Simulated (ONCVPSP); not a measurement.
Varying the ONCV potential for Te

Base potential:

ONCVPSP 4.0.1 input, shortened (lines: element, Z, core and valence counts, functional; n l f; lmax; l rc ep ncon nbas qcut; lloc lpopt rc5 dvloc0; l nproj debl; icmod fcfact rcfact), LDA (Perdew-Zunger), scalar-relativistic:

```
  Te 52.00    6    5        3      upf
    1    0    2.00
    2    0    2.00
    2    1    6.00
    3    0    2.00
    3    1    6.00
    3    2   10.00
    4    0    2.00
    4    1    6.00
    4    2   10.00
    5    0    2.00
    5    1    4.00
    2
    0    1.30    0.00    4    7   11.10
    1    1.45    0.00    3    7   12.10
    2    1.15    0.00    3    8   15.50
    4    5    0.75    4.00
    0    3    3.70
    1    2    3.00
    2    3    3.90
    3    6.00    1.00
```

All-electron outer shells of the reference configuration (LDA (Perdew-Zunger), scalar-relativistic, ld1.x):

```json
{"shell": "3p", "level (eV)": "-803.47", "outermost node (bohr)": "0.13", "outermost maximum (bohr)": "0.29"}
{"shell": "3d", "level (eV)": "-560.31", "outermost node (bohr)": "–", "outermost maximum (bohr)": "0.24"}
{"shell": "4s", "level (eV)": "-163.99", "outermost node (bohr)": "0.38", "outermost maximum (bohr)": "0.70"}
{"shell": "4p", "level (eV)": "-114.19", "outermost node (bohr)": "0.38", "outermost maximum (bohr)": "0.74"}
{"shell": "4d", "level (eV)": "-41.70", "outermost node (bohr)": "0.36", "outermost maximum (bohr)": "0.81"}
{"shell": "5s", "level (eV)": "-15.36", "outermost node (bohr)": "0.91", "outermost maximum (bohr)": "1.77"}
{"shell": "5p", "level (eV)": "-6.12", "outermost node (bohr)": "1.00", "outermost maximum (bohr)": "2.17"}
```

Cutoffs, loose and tight: the cutoffs (Ha) at which the residual kinetic energy of the hardest occupied pseudo-wave falls to 1 and 0.1 mHa per electron. They do not see the model core or the augmentation charge, which bear on the density cutoff. Test errors are all-electron minus pseudo excitation energies from the reference, over the configurations 4s2 4p6 4d10 5s2 5p3; 4s2 4p6 4d10 5s2 5p2; 4s2 4p6 4d10 5s2 5p1; 4s2 4p5 4d10 5s2 5p4. A dash means not determined; rows that change the core or the reference have their own tests.

| change | outcome | cutoff, loose | cutoff, tight | bound ghosts | GHOST(+) flags above zero | largest test error (meV) |
| --- | --- | --- | --- | --- | --- | --- |
| base | generated | 55 Ha | 65 Ha | none | s | -129 |
| p: qcut 12.3 | generated | 55 Ha | 65 Ha | none | s | -126 |
| p: qcut 14.3 | generated | 55 Ha | 65 Ha | none | s | -107 |
| p: qcut 16.1 | generated | 55 Ha | 65 Ha | none | s | -97 |
| p: qcut 17.7 | generated | 55 Ha | 65 Ha | none | s | -97 |

**Question.** What comes out with this change to the base: p: qcut 10.3?

**Answer.** outcome: generated; cutoff, loose: 55 Ha; cutoff, tight: 65 Ha; bound ghosts: none; GHOST(+) flags above zero: s; largest test error (meV): -152.

**Question.** What comes out with this change to the base: p: qcut 7.3?

**Answer.** outcome: generated; cutoff, loose: 55 Ha; cutoff, tight: 65 Ha; bound ghosts: none; GHOST(+) flags above zero: s; largest test error (meV): -70.

Reading the sweep of the qcut of the p channel (base included, trends over the rows without a ghost): The loose cutoff stays near 55 Ha. The median size of the test errors (rows with all tests solved) stays near 10.4 meV.
